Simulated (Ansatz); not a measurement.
`C=C(N)Cl` and `C=C(N)BF` differ in one atom or group.

Ansatz, PBE0-D4/def2-TZVP geometries, multiplicity 1. Each molecule was computed in one conformer, which needn't be the lowest.

```json
{"property": "HOMO energy (PBE0/def2-TZVPP) / eV", "`C=C(N)Cl`": "-6.42"}
{"property": "HOMO energy (B3LYP/def2-TZVPP) / eV", "`C=C(N)Cl`": "-6.21"}
{"property": "LUMO energy (PBE0/def2-TZVPP) / eV", "`C=C(N)Cl`": "0.54"}
{"property": "LUMO energy (ωB97M-V/def2-TZVPP) / eV", "`C=C(N)Cl`": "2.35"}
{"property": "size of the dipole moment (PBE/def2-TZVPP) / D", "`C=C(N)Cl`": "2.11"}
{"property": "HOMO–LUMO gap (ωB97M-V/def2-TZVPP) / eV", "`C=C(N)Cl`": "10.98"}
```

What does the change do to each property? (An estimate is asked.)

The calculation gave: 
```tsv
property	`C=C(N)BF`	shift
HOMO energy (PBE0/def2-TZVPP) / eV	-6.39	0.03
HOMO energy (B3LYP/def2-TZVPP) / eV	-6.18	0.03
LUMO energy (PBE0/def2-TZVPP) / eV	-1.28	-1.82
LUMO energy (ωB97M-V/def2-TZVPP) / eV	0.76	-1.59
size of the dipole moment (PBE/def2-TZVPP) / D	1.77	-0.34
HOMO–LUMO gap (ωB97M-V/def2-TZVPP) / eV	9.32	-1.66
```

The zero-point energy changes by 40.0 kJ/mol with +6 modes. Dipoles are sizes alone; their direction can turn.

B3LYP here is the variant with VWN-RPA as its local correlation; programs differ in this.
